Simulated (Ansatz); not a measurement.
Basis-set extrapolation for CH₈BNSSi, SMILES `N[SiH2]CBS` (PBE0-D4/def2-TZVP geometry, frozen core, Ansatz). Multiplicity 1, RHF reference.

```csv
,def2-TZVPP,def2-QZVPP
HF,-808.266056,-808.292227
MP2 correlation,-0.797495,-0.855281
CCSD(T) correlation,-0.893882,not run
```

Energies in hartree. Use E(X) = E(∞) + A·exp(−7.88·√X) for Hartree–Fock and E(X) = E(∞) + B·X^(−2.97) for correlation, with X = 3 and 4, and add CCSD(T) minus MP2 of the smaller set to the MP2 limit.

Task: What is the CCSD(T) energy at the basis-set limit?

Result: HF limit: -808.292227 + (-0.026171) × 0.13774 = -808.29583. MP2 limit: -0.855281 + (-0.057786) × 0.74074 = -0.89809. Higher-order term: -0.893882 − (-0.797495) = -0.09639. Total: -809.29031 hartree, 81.8 kcal/mol below CCSD(T)/def2-TZVPP.
